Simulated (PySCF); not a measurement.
# Computed records: CH₄ClGe, CH₆BClGe, CH₆BGeO, C₂H₉GeN

All values are calculated (PySCF 2.14.0). Calculation on a computer-drawn molecule: the log of a Hartree-Fock and frozen-core CCSD(T) single point meant for a local Hartree-Fock minimum, with one planted fault or none, to be diagnosed. Offsets are logged minus clean, where the clean run is the same molecule without the fault. The reference is restricted for singlets and unrestricted otherwise, and also for a bond in bohr or an excited solution. Adding or removing an electron swaps singlet and doublet. The excited solution moves the top pair (singlet) or top alpha electron (doublet) to the lowest empty orbital. Highest occupied and lowest empty are orbital energies over both spins, largest force is the largest gradient component, triples share is (T) over the correlation energy, the T1 limit is 0.02 restricted and 0.045 unrestricted, electrons count all cores, a negative frequency is imaginary (commonest isotopes), and the dipole is about the centre of nuclear charge; on germanium a core potential holds 10 electrons, which the energies leave out, and 3d is frozen in MP2 and coupled-cluster steps.

Common to all runs: logged SCF converged yes; possible faults no fault, one electron removed, one electron added, multiplicity raised by two, geometry at a saddle point, SCF held on an excited solution, minimal basis STO-3G, one bond length entered in bohr, all coordinates scaled.

(1) 
```xyz
7
formula=CH4ClGe meant_charge=-1 meant_multiplicity=1 meant_basis=aug-cc-pV(D+d)Z meant_basis_and_core_potential_on_germanium=aug-cc-pVDZ-PP_ECP10MDF logged_electrons=60 logged_basis_functions=123 logged_spin_squared=0 logged_highest_occupied=-3.0116 logged_lowest_empty=3.795 logged_largest_force=2.256e-05 logged_lowest_frequency=153.04 logged_T1_diagnostic=0.011811 logged_D1_diagnostic=0.027389 logged_triples_share=0.032091 logged_CC_converged=yes logged_dipole_magnitude=2.6097 logged_SCF_stable_within_its_kind=yes logged_energy_HF=-793.14747 logged_energy_CCSD(T)=-793.62352 planted_fault=no_fault HF_energy_offset_from_clean_run=0 CCSD(T)_energy_offset_from_clean_run=0
C     -0.3913     1.1357     1.2593
Ge     0.1138     1.3624    -0.7044
Cl     1.5813    -0.5877    -0.7752
H     -0.8932     2.0531     1.5955
H     -1.0937     0.3057     1.3773
H      0.4734     0.9567     1.9016
H      1.3201     2.3860    -0.4330
```

Units: logged_highest_occupied, logged_lowest_empty in eV; logged_largest_force in hartree/bohr; logged_lowest_frequency in cm⁻¹; logged_dipole_magnitude in debye; logged_energy_HF, logged_energy_CCSD(T) in hartree; HF_energy_offset_from_clean_run, CCSD(T)_energy_offset_from_clean_run in kcal/mol.

Drawn bonds:
```csv
atom,other atom,order
1,2,1
2,3,1
1,4,1
1,5,1
1,6,1
2,7,1
```

(2) 
```xyz
10
formula=CH6BClGe meant_charge=0 meant_multiplicity=1 meant_basis=cc-pV(D+d)Z meant_basis_and_core_potential_on_germanium=cc-pVDZ-PP_ECP10MDF logged_electrons=66 logged_basis_functions=104 logged_spin_squared=0 logged_highest_occupied=-10.375 logged_lowest_empty=2.0792 logged_largest_force=0.070404 logged_T1_diagnostic=0.011488 logged_D1_diagnostic=0.043208 logged_triples_share=0.025408 logged_CC_converged=yes logged_dipole_magnitude=0.36893 logged_SCF_stable_within_its_kind=yes logged_energy_HF=-818.89373 logged_energy_CCSD(T)=-819.42708 planted_fault=all_coordinates_scaled,by_-7.6_% HF_energy_offset_from_clean_run=37.58 CCSD(T)_energy_offset_from_clean_run=41.52
C      1.8796     0.8566     0.5626
Ge     0.0679     0.8926     0.4847
B     -0.7647    -0.6057     1.3759
Cl     0.1292    -1.7706     2.0879
H      2.2678     1.6509     0.0776
H      2.2310     0.0132     0.1356
H      2.1887     0.8805     1.5223
H     -0.4193     2.0908     1.0763
H     -0.3591     0.8960    -0.8721
H     -1.8587    -0.7387     1.4412
```

Units: logged_highest_occupied, logged_lowest_empty in eV; logged_largest_force in hartree/bohr; logged_dipole_magnitude in debye; logged_energy_HF, logged_energy_CCSD(T) in hartree; HF_energy_offset_from_clean_run, CCSD(T)_energy_offset_from_clean_run in kcal/mol.

Drawn bonds:
```csv
atom,other atom,order
1,2,1
2,3,1
3,4,1
1,5,1
1,6,1
1,7,1
2,8,1
2,9,1
3,10,1
```

(3) 
```xyz
10
formula=CH6BClGe meant_charge=0 meant_multiplicity=1 meant_basis=cc-pV(D+d)Z meant_basis_and_core_potential_on_germanium=cc-pVDZ-PP_ECP10MDF logged_electrons=66 logged_basis_functions=104 logged_spin_squared=0 logged_highest_occupied=-5.0347 logged_lowest_empty=-3.5468 logged_largest_force=0.084828 logged_dipole_magnitude=4.0522 logged_SCF_stable_within_its_kind=no logged_energy_HF=-818.55816 planted_fault=SCF_held_on_an_excited_solution HF_energy_offset_from_clean_run=248.2
C      2.0342     0.9270     0.6089
Ge     0.0735     0.9661     0.5246
B     -0.8276    -0.6555     1.4891
Cl     0.1398    -1.9163     2.2596
H      2.4543     1.7867     0.0840
H      2.4145     0.0143     0.1467
H      2.3688     0.9529     1.6475
H     -0.4538     2.2628     1.1648
H     -0.3886     0.9697    -0.9438
H     -2.0116    -0.7995     1.5598
```

Units: logged_highest_occupied, logged_lowest_empty in eV; logged_largest_force in hartree/bohr; logged_dipole_magnitude in debye; logged_energy_HF in hartree; HF_energy_offset_from_clean_run in kcal/mol.

Drawn bonds:
```csv
atom,other atom,order
1,2,1
2,3,1
3,4,1
1,5,1
1,6,1
1,7,1
2,8,1
2,9,1
3,10,1
```

Notes: coupled-cluster numbers left out as unreliable.

(4) 
```xyz
10
formula=CH6BGeO meant_charge=0 meant_multiplicity=2 meant_basis=cc-pVDZ meant_basis_and_core_potential_on_germanium=cc-pVDZ-PP_ECP10MDF logged_electrons=57 logged_basis_functions=95 logged_spin_squared=0.7634 logged_highest_occupied=-8.4607 logged_lowest_empty=2.1147 logged_largest_force=0.080647 logged_T1_diagnostic=0.018302 logged_D1_diagnostic=0.06276 logged_triples_share=0.030433 logged_CC_converged=yes logged_dipole_magnitude=2.1123 logged_SCF_stable_within_its_kind=yes logged_energy_HF=-434.20813 logged_energy_CCSD(T)=-434.78386 planted_fault=all_coordinates_scaled,by_+9.6_% HF_energy_offset_from_clean_run=41.48 CCSD(T)_energy_offset_from_clean_run=29.41
C     -0.2598     0.0244     0.3484
Ge     1.0089     1.3662     1.4826
B      0.7438     3.6016     0.9995
O     -0.1569     4.2524     0.0488
H     -0.0506    -1.1098     0.6673
H     -1.4160     0.2627     0.5496
H     -0.0454     0.1290    -0.8252
H      2.6191     0.9549     1.2083
H      0.7060     1.1434     3.1247
H     -0.7762     3.6218    -0.4989
```

Units: logged_highest_occupied, logged_lowest_empty in eV; logged_largest_force in hartree/bohr; logged_dipole_magnitude in debye; logged_energy_HF, logged_energy_CCSD(T) in hartree; HF_energy_offset_from_clean_run, CCSD(T)_energy_offset_from_clean_run in kcal/mol.

Drawn bonds:
```csv
atom,other atom,order
1,2,1
2,3,1
3,4,1
1,5,1
1,6,1
1,7,1
2,8,1
2,9,1
4,10,1
```

(5) 
```xyz
13
formula=C2H9GeN meant_charge=0 meant_multiplicity=1 meant_basis=cc-pVDZ meant_basis_and_core_potential_on_germanium=cc-pVDZ-PP_ECP10MDF logged_electrons=60 logged_basis_functions=110 logged_spin_squared=0 logged_highest_occupied=-1.7208 logged_lowest_empty=-3.7802 logged_largest_force=0.17235 logged_CC_converged=no logged_dipole_magnitude=3.5003 logged_SCF_stable_within_its_kind=no logged_energy_HF=-428.18921 planted_fault=SCF_held_on_an_excited_solution HF_energy_offset_from_clean_run=378.1
C      0.9304     1.3521    -0.5489
Ge     1.2833    -0.1322    -1.7888
C      2.8313    -1.2130    -1.1858
N      2.6883    -1.8668     0.1149
H      0.7488     0.9783     0.4614
H      1.7825     2.0350    -0.5180
H      0.0500     1.9139    -0.8670
H      0.0412    -1.0437    -1.8438
H      1.5313     0.4279    -3.2012
H      3.0389    -1.9779    -1.9379
H      3.7192    -0.5759    -1.1588
H      2.5330    -1.1862     0.8394
H      1.8821    -2.4693     0.1198
```

Units: logged_highest_occupied, logged_lowest_empty in eV; logged_largest_force in hartree/bohr; logged_dipole_magnitude in debye; logged_energy_HF in hartree; HF_energy_offset_from_clean_run in kcal/mol.

Drawn bonds:
```csv
atom,other atom,order
1,2,1
2,3,1
3,4,1
1,5,1
1,6,1
1,7,1
2,8,1
2,9,1
3,10,1
3,11,1
4,12,1
4,13,1
```

Notes: CCSD not converged.
